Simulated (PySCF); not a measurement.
Si(AsH2)(F)(OH)2 (AsFH4O2Si), SMILES O[Si](F)(O)[AsH2]. Atoms are numbered in the order given.

```xyz
9

O     -0.9421    -1.0567     1.5630
Si    -0.8140    -0.2067     0.1618
O     -1.8318     1.0915     0.2764
F     -1.3151    -1.1076    -1.0990
As     1.3880     0.3777    -0.2895
H     -1.8268    -1.1326     1.9392
H     -2.0456     1.5690    -0.5317
H      1.6364     0.7373     1.1636
H      1.8556    -1.0540    -0.1050
```
Charge 0, spin multiplicity 1.

Geometry: ωB97X-D3(BJ)/def2-SVP. One conformer was computed; it need not be the lowest.

All values below come from PBE/def2-TZVP (PySCF).

Isolated molecule, no solvent.

```json
{
 "total_energy": "-2777.63192 hartree",
 "highest_occupied_level": "-6.66 eV",
 "lowest_empty_level": "-0.65 eV",
 "orbital_gap": "6.02 eV",
 "dipole_moment": "1.22 D",
 "quadrupole, principal values (traceless, Buckingham form, about the centre of nuclear charge)": "-6.74, 2.51, 4.23 D·Å",
 "mean_static_polarisability": "62.5 bohr³ (9.26 Å³)",
 "polarisability_principal_values": "54.7, 58.8, 74.1 bohr³"
}
```
